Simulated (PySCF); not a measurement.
## Zn¹⁸⁺: ionisation energy

Zn¹⁸⁺ [Ne] 3s2 → Zn¹⁹⁺ [Ne] 3s1 [3s1/2^1, M_J = 1/2], as a difference of total energies. Computed with PySCF 2.14 in an uncontracted even-tempered set (19 s from 1.9 bohr⁻², ratio 2.4; 13 p from 2.4 bohr⁻², ratio 2.4; 5 d from 8.7 bohr⁻², ratio 2.6; 4 f from 13 bohr⁻², ratio 2.6), with the two-component X2C-1e Hamiltonian. Correlated levels: 1s2 frozen; the 52 highest virtual spinors dropped. "Screened" scales the spin-orbit matrix elements by Boettger's factors to mimic the two-electron term; Breit and QED terms are absent.

```tsv
method	ionisation energy (eV)
GHF (screened spin-orbit)	693.47
GMP2 (screened spin-orbit)	696.00
```

Problem. How much does correlation contribute at GMP2 (screened spin-orbit)?

Solution. 696.00 − (693.47) = 2.53 eV, measured against GHF (screened spin-orbit).

For comparison: 697.5 ± 0.7 eV (semi-empirical (NIST evaluation); NIST Atomic Spectra Database, ionization energies).
